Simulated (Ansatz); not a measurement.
Cu₃⁺, relaxed as a triplet with UKS PBE0-D4/def2-TZVP in Ansatz, starting from the PBE0-D4/def2-TZVP geometry of the charge +1 singlet. Force threshold 0.02 eV/Å.

The relaxation made no stability test and no search for a lower SCF solution. At PBE0-D4/def2-TZVP a singlet of charge 1 lies 1.97 eV below the triplet, each at its own geometry. The structure comes from a short search, and lower isomers may exist.

Start:

Cartesian coordinates in Å:
```
Cu 0.089 0.852 -1.089
Cu -1.186 -0.665 0.264
Cu 1.097 -0.187 0.825
```

Task: Estimate the energy that the relaxation releases and the steps that it takes.

Result: 23.5 kcal/mol, in 17 steps; 72 s on 4 threads of Arm Neoverse V1 on a shared host. The force fell under the threshold at step 16, but the optimiser went on. No frequencies were taken in this run, so the end may be a saddle point.

Task: Does the start keep its bonding and symmetry?

Result: Bonds lost: Cu1–Cu2 (atoms count from 1). Point group D3h at the start, D∞h at the end, both within 0.05 Å.

Task: Predict the relaxed structure.

Result: 
```xyz
3

Cu    1.348    1.574   -1.390
Cu   -1.351   -1.574    1.388
Cu    0.002    0.000    0.002
```
Bond lengths (bridged metal pairs left out): 2 × Cu–Cu 2.50 Å.
